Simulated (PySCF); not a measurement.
BH, SMILES [BH] (connectivity only; charge and spin as stated), charge +1, multiplicity 2.

Geometry: B3LYP-D3(BJ)/def2-TZVPD. The spin state was assumed, not searched.

Two levels are set side by side: PBE/def2-TZVPD (PySCF) and CAM-B3LYP/def2-TZVPD (PySCF). Same geometry, gas phase. Differences are taken from unrounded values.

```
quantity                      PBE
---------------------------  ----
α-spin orbital gap (eV)      3.58
β-spin orbital gap (eV)      7.66
mean polarisability (bohr³)  10.4
```

Question: These are the PBE values. What does CAM-B3LYP give? (An estimate is asked for; the answer gives what the named calculation found.)

Answer: 
| quantity | CAM-B3LYP | PBE minus CAM-B3LYP |
|---|---|---|
| α-spin orbital gap (eV) | 9.18 | -5.60 |
| β-spin orbital gap (eV) | 12.70 | -5.04 |
| mean polarisability (bohr³) | 10.3 | 0.1 |

Rough cost on one machine, each run with all the roots and properties that it gave: CAM-B3LYP against PBE within a factor of 2.
